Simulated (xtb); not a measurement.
Cl$_{2}$Sn, charge -1, doublet, from a rough starting geometry (GFN-xTB shapes and energies of metal compounds can be far from the true ones) (a state made from the parent by changing its charge; the spin is typed, not shown lowest); GFN2-xTB (xtb).

Input for xtb:
```
$ xtb mol.xyz --gfn 2 --chrg -1 --uhf 1 --opt vtight --json

# file mol.xyz
3

Sn     0.03998757    -0.00820704     1.01836177
Cl     1.11077409     1.37229697    -0.49776338
Cl    -1.11747852    -1.38321431    -0.52320661
```

Question: Write the output that xtb gives for this input, abridged.

Answer: 
```
   ID    Z sym.   atoms
    1   50 Sn     1
    2   17 Cl     2, 3

           -------------------------------------------------
          |                Calculation Setup                |
           -------------------------------------------------

           -------------------------------------------------
          |                 G F N 2 - x T B                 |
           -------------------------------------------------

          ...................................................
          :                      SETUP                      :
          :.................................................:
          :  # basis functions                  30          :
          :  # atomic orbitals                  27          :
          :  # shells                            9          :
          :  # electrons                        19          :
          :  max. iterations                   250          :
          :  Hamiltonian                  GFN2-xTB          :
          :  restarted?                      false          :
          :  GBSA solvation                  false          :
          :  PC potential                    false          :
          :  electronic temp.          300.0000000     K    :
          :  accuracy                    1.0000000          :
          :  -> integral cutoff          0.2500000E+02      :
          :  -> integral neglect         0.1000000E-07      :
          :  -> SCF convergence          0.1000000E-05 Eh   :
          :  -> wf. convergence          0.1000000E-03 e    :
          :  Broyden damping             0.4000000          :
          :  net charge                         -1          :
          :  unpaired electrons                  1          :
          ...................................................

 iter      E             dE          RMSdq      gap      omega  full diag
   1    -11.4964225 -0.114964E+02  0.145E+01    2.89       0.0  T
   2    -11.5163661 -0.199436E-01  0.212E+00    2.92       1.0  T
   3    -11.5192773 -0.291121E-02  0.383E+00    2.91       1.0  T
   4    -11.5205857 -0.130839E-02  0.648E-01    2.88       1.0  T
   5    -11.5206948 -0.109105E-03  0.342E-01    2.87       1.0  T
   6    -11.5207793 -0.845366E-04  0.187E-01    2.86       1.0  T
   7    -11.5207915 -0.122065E-04  0.285E-02    2.87       2.0  T
   8    -11.5207917 -0.134054E-06  0.274E-02    2.87       2.1  T
   9    -11.5207919 -0.283820E-06  0.991E-03    2.87       5.8  T
  10    -11.5207920 -0.981611E-07  0.531E-03    2.87      10.9  T
  11    -11.5207921 -0.166589E-07  0.171E-03    2.87      33.8  T
  12    -11.5207921 -0.228486E-08  0.702E-04    2.87      82.2  T
  13    -11.5207921 -0.507805E-09  0.121E-04    2.87     477.9  T

   *** convergence criteria satisfied after 13 iterations ***

         :::::::::::::::::::::::::::::::::::::::::::::::::::::
         ::                     SUMMARY                     ::
         :::::::::::::::::::::::::::::::::::::::::::::::::::::
         :: total energy             -11.518323327761 Eh    ::
         :: gradient norm              0.071185691173 Eh/a0 ::
         :: HOMO-LUMO gap              2.867663469163 eV    ::
         ::.................................................::
         :: SCC energy               -11.520792010471 Eh    ::
         :: -> isotropic ES            0.125770100014 Eh    ::
         :: -> anisotropic ES         -0.007993583788 Eh    ::
         :: -> anisotropic XC         -0.004712645792 Eh    ::
         :: -> dispersion             -0.002794361234 Eh    ::
         :: repulsion energy           0.002468682711 Eh    ::
         :: add. restraining           0.000000000000 Eh    ::
         :: total charge              -1.000000000000 e     ::
         :::::::::::::::::::::::::::::::::::::::::::::::::::::

      -----------------------------------------------------------
     |                   =====================                   |
[...]
 * total energy  :   -11.5183233 Eh     change       -0.2705391E-11 Eh
 * total energy  :   -11.5267492 Eh     change       -0.8425843E-02 Eh
 * total energy  :   -11.5303554 Eh     change       -0.3606216E-02 Eh
 * total energy  :   -11.5305781 Eh     change       -0.2226904E-03 Eh
 * total energy  :   -11.5305843 Eh     change       -0.6224417E-05 Eh
 * total energy  :   -11.5305855 Eh     change       -0.1183254E-05 Eh
 * total energy  :   -11.5305855 Eh     change       -0.3209706E-07 Eh
   *** GEOMETRY OPTIMIZATION CONVERGED AFTER 7 ITERATIONS ***
         :: total energy             -11.530585517280 Eh    ::
[...]
          |                Property Printout                |
           -------------------------------------------------

    * Orbital Energies and Occupations

         #    Occupation            Energy/Eh            Energy/eV
      -------------------------------------------------------------
         1        2.0000           -0.8584122             -23.3586
         2        2.0000           -0.8580484             -23.3487
         3        2.0000           -0.5665801             -15.4174
         4        2.0000           -0.2579508              -7.0192
         5        2.0000           -0.2426385              -6.6025
         6        2.0000           -0.2401012              -6.5335
         7        2.0000           -0.2361325              -6.4255
         8        2.0000           -0.2319833              -6.3126
         9        2.0000           -0.2314330              -6.2976
        10        1.0000           -0.0856389              -2.3304 (HOMO)
        11                         -0.0116271              -0.3164 (LUMO)
        12                          0.0038101               0.1037
        13                          0.1171175               3.1869
        14                          0.1382570               3.7622
        15                          0.1628652               4.4318
        16                          0.2344710               6.3803
        17                          0.2409879               6.5576
        18                          0.2414536               6.5703
        19                          0.2418187               6.5802
        20                          0.2422568               6.5921
        21                          0.2432254               6.6185
       ...                                ...                  ...
        27                          0.6325213              17.2118
      -------------------------------------------------------------
                  HL-Gap            0.0740117 Eh            2.0140 eV
             Fermi-level           -0.1035845 Eh           -2.8187 eV

     #   Z          covCN         q      C6AA      α(0)
     1  50 Sn       1.547     0.133   470.596    46.742
     2  17 Cl       0.773    -0.567   118.020    16.618
     3  17 Cl       0.773    -0.567   118.023    16.618

 Mol. C6AA /au·bohr⁶  :       1846.479368
 Mol. C8AA /au·bohr⁸  :     144165.909989
 Mol. α(0) /au        :         79.978429

Wiberg/Mayer (AO) data.
largest (>0.10) Wiberg bond orders for each atom

 ---------------------------------------------------------------------------
     #   Z sym  total        # sym  WBO       # sym  WBO       # sym  WBO
 ---------------------------------------------------------------------------
     1  50 Sn   1.517 --     2 Cl   0.759     3 Cl   0.758
     2  17 Cl   0.774 --     1 Sn   0.759
     3  17 Cl   0.773 --     1 Sn   0.758
 ---------------------------------------------------------------------------

Topologies differ in total number of bonds
Writing topology from bond orders to xtbtopo.mol

molecular dipole:
                 x           y           z       tot (Debye)
 q only:        0.003      -0.010       1.394
   full:        0.003      -0.010       1.391       3.537
molecular quadrupole (traceless):
                xx          xy          yy          xz          yz          zz
 q only:       -1.182     -11.698      -6.195      -0.000      -0.047       7.377
  q+dip:       -1.585     -13.574      -7.402       0.004      -0.060       8.987
   full:       -2.244     -12.794      -7.726       0.044      -0.094       9.970

optimized geometry written to: xtbopt.xyz

           -------------------------------------------------
          | TOTAL ENERGY              -11.530585517280 Eh   |
          | GRADIENT NORM               0.000021000651 Eh/α |
          | HOMO-LUMO GAP               2.013962149418 eV   |
           -------------------------------------------------

normal termination of xtb
```
